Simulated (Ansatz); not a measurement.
`N#C/C=C/F` + `C[SiH](F)F` → `C[Si](F)(F)C#N` + `C=CF` at 500 K and 1 bar (formal exchange of groups at a C–C bond).

Calculated with Ansatz (gas phase, PBE0-D4/def2-TZVP geometries, no zero-point term in ΔE). CCSD(T)/CBS is the MP2 limit (def2-TZVPP, def2-QZVPP) plus CCSD(T) − MP2 in def2-TZVPP, frozen cores.

```csv
species,CCSD(T)/CBS energy (Eh),H − E (kJ/mol),S (J/(mol·K))
`N#C/C=C/F`,-269.79876,146.6,336.3
`C[SiH](F)F`,-529.27654,171.3,356.1
`C[Si](F)(F)C#N`,-621.42890,183.0,416.1
`C=CF`,-177.66469,139.4,282.9
```

H − E and S are ideal-gas, rigid-rotor, harmonic terms from PBE0-D4/def2-TZVP. 1 Eh = 2625.50 kJ/mol, R = 8.31446 J/(mol·K).

Q: By hand: ΔE, ΔH, ΔS and ΔG.

A: ΔE = (-621.42890) + (-177.66469) − (-269.79876) − (-529.27654) = -0.01829 Eh = -48.0 kJ/mol. Δ(H − E) = 183.0 + 139.4 − 146.6 − 171.3 = 4.5, so ΔH = -43.5 kJ/mol. ΔS = 416.1 + 282.9 − 336.3 − 356.1 = 6.6 J/(mol·K). ΔG = -43.5 − 500 × (6.6)/1000 = -46.8 kJ/mol.

Q: By hand: the equilibrium constant, and the temperature at which ΔG would vanish if ΔH and ΔS stayed fixed.

A: log₁₀ K = −ΔG/(RT ln 10) = 4.9. ΔH and −TΔS have one sign here, so there is no such temperature.

The number of gas molecules stays the same, so ΔS is small and ΔH decides. A doubt of 5 kJ/mol in ΔE shifts log₁₀ K by 0.5 here. These are equilibria of isolated gas molecules and say nothing of rates. Largest T1 diagnostic: 0.014 (customary marks: 0.02 for closed shells, 0.045 for open ones).
